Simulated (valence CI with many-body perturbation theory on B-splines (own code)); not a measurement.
## Hyperfine factors and g values of I XXXII

Computed by relativistic CI+MBPT: four valence electrons over a frozen Dirac-Fock core [Ar], a basis of 7 s, 7 p, 8 d, 6 f, 4 g, 1 h functions for each j, with the one-electron correlation potential Σ1, the two-electron term Σ2, the three-electron term Σ3, Breit, model QED; selected CI, second order for the rest, scaled by the run's own slope (own B-spline code, finite nucleus).

No measured spectrum was set against this ion. As an estimate, large intervals hold to a few tenths of a per cent, small ones and those within an open d or f shell to about a per cent. Only levels of the ground parity were solved; by the run's estimate the other parity begins above the list, which can be wrong where configurations are misplaced.

A/g_I is the dipole constant over the nuclear g factor μ/I (μ in nuclear magnetons, uniformly magnetised nucleus), B/Q the quadrupole constant per barn. Both hold the static response of the core; the bare values leave it out. Large factors of s and p1/2 electrons are usually good to 5 to 10 %; those of open d and f shells near neutrality can be off by tens of per cent, and small factors of p3/2, d and f electrons come from cancelling terms and can be off by a factor of two or in sign, in half-filled shells by more. B is blank for J = 1/2, where it vanishes, and for nearly pure S terms. Energies count from the lowest level. Levels with J = 0 are left out.

Levels are named by their leading jj configuration (3d3/2^4 stands for four electrons in 3d with j = 3/2), which in mixed levels can hold well under half, so a name can repeat and another be missing. Letters in brackets count levels of one name in rising energy.

```csv
Level,E (cm⁻¹),g,A/g_I (MHz),A/g_I bare,B/Q (MHz/b),B/Q bare
(3d3/2^3 3d5/2) J=1,70637,1.495,-795,-180,6730,6860
(3d3/2^3 3d5/2) J=2,113860,1.410,6970,7460,7390,7530
(3d3/2^3 3d5/2) J=4,134210,1.189,16200,16500,-5070,-5190
(3d3/2^3 3d5/2) J=3,137070,1.345,11800,12200,535,536
(3d3/2^2 3d5/2^2) J=4 [a],205500,1.121,14700,14900,-3780,-3870
(3d3/2^2 3d5/2^2) J=3 [a],225640,0.982,16000,16000,3660,3730
(3d3/2^2 3d5/2^2) J=2 [a],226540,0.950,13600,13600,10700,10900
(3d3/2^2 3d5/2^2) J=5,242930,1.076,16400,16500,15000,15300
(3d3/2^2 3d5/2^2) J=1,250810,1.275,15100,15400,-145,-160
(3d3/2^2 3d5/2^2) J=6,257860,1.098,17000,17200,16600,16900
(3d3/2^2 3d5/2^2) J=4 [b],278730,1.027,18600,18700,-7450,-7590
(3d3/2^2 3d5/2^2) J=2 [b],285580,1.168,14700,14900,3130,3190
(3d3/2^2 3d5/2^2) J=3 [b],289400,1.163,16900,17100,6420,6540
(3d3/2 3d5/2^3) J=4 [a],318220,1.176,12400,12700,2370,2410
(3d3/2^2 3d5/2^2) J=2 [c],338950,1.070,21300,21400,1520,1550
(3d3/2 3d5/2^3) J=3 [a],343790,1.091,11900,12100,319,330
(3d3/2 3d5/2^3) J=5,364670,1.148,14200,14400,-9690,-9880
(3d3/2 3d5/2^3) J=1 [a],370070,0.751,20300,20100,6970,7100
(3d3/2 3d5/2^3) J=6,373800,1.059,16400,16500,20600,21000
(3d3/2^2 3d5/2^2) J=4 [c],389510,1.120,13500,13700,17300,17700
(3d3/2^2 3d5/2^2) J=2 [d],404540,1.319,12200,12600,-1780,-1800
(3d3/2 3d5/2^3) J=3 [b],424780,1.079,15500,15600,11400,11600
(3d3/2^2 3d5/2^2) J=2 [e],428070,1.035,17700,17800,12100,12400
(3d5/2^4) J=4,489360,1.079,14200,14300,1020,1050
(3d3/2 3d5/2^3) J=3 [c],492020,1.062,17400,17500,22600,23000
(3d3/2 3d5/2^3) J=1 [b],496720,1.461,3270,3830,-9200,-9380
(3d5/2^4) J=2,504200,1.010,17500,17600,2750,2810
(3d3/2 3d5/2^3) J=4 [b],517770,1.104,15700,15900,731,756
(3d3/2 3d5/2^3) J=2,603880,0.999,15300,15300,-15400,-15700
```

(1) Take the isotope of mass number 127, with I = 5/2, μ = 2.8087 μN and Q = -0.688 b. What is the hyperfine structure of (3d3/2^2 3d5/2^2) J=2 [a]?

Results:

(1) From the table A = 15200 MHz, B = -7380 MHz. Shifts from the centre of gravity in MHz: F = 1/2: -112000, F = 3/2: -85400, F = 5/2: -43800, F = 7/2: 10700, F = 9/2: 74200.
